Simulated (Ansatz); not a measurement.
H$_{7}$OPSSi$_{2}$, SMILES `O[SiH](S)P[SiH3]`, relaxed with RKS PBE0-D4/def2-TZVP in Ansatz from a PBE-D4/def2-SVP geometry. The force threshold is 0.005 eV/Å; the program also tests the step.

Charge 0, multiplicity 1.

Start:

```xyz
12

O    -2.713    0.300   -0.915
Si   -1.094    0.525   -0.540
S    -0.675    2.021    0.974
P    -0.152   -1.374    0.279
Si    1.965   -0.520    0.284
H    -3.261   -0.090   -0.211
H    -0.499    1.072   -1.798
H    -0.864    1.159    2.014
H    -0.040   -2.019   -1.006
H     2.224    0.067    1.640
H     2.198    0.528   -0.771
H     2.910   -1.668    0.050
```

```csv
step,energy (eV),largest force (eV/Å),largest move (Å)
1,-38029.2472,0.789,0.000
2,-38029.3015,0.500,0.056
3,-38029.3094,0.157,0.027
4,-38029.3114,0.061,0.023
5,-38029.3118,0.046,0.008
6,-38029.3122,0.033,0.010
7,-38029.3125,0.032,0.015
8,-38029.3126,0.018,0.007
9,-38029.3126,0.008,0.002
10,-38029.3126,0.005,0.008
11,-38029.3127,0.004,0.004
12,-38029.3127,0.004,0.006
```

End:

```xyz
12

O    -2.651    0.268   -0.904
Si   -1.076    0.520   -0.516
S    -0.740    2.016    0.978
P    -0.137   -1.352    0.277
Si    1.960   -0.530    0.265
H    -3.236   -0.064   -0.221
H    -0.473    1.062   -1.752
H    -0.896    1.170    2.012
H    -0.049   -1.984   -0.993
H     2.221    0.068    1.598
H     2.188    0.495   -0.788
H     2.889   -1.670    0.044
```

It took 65 s on 4 threads of an Arm Neoverse V1 on a shared host, with 0.74 GiB of host memory at the peak.
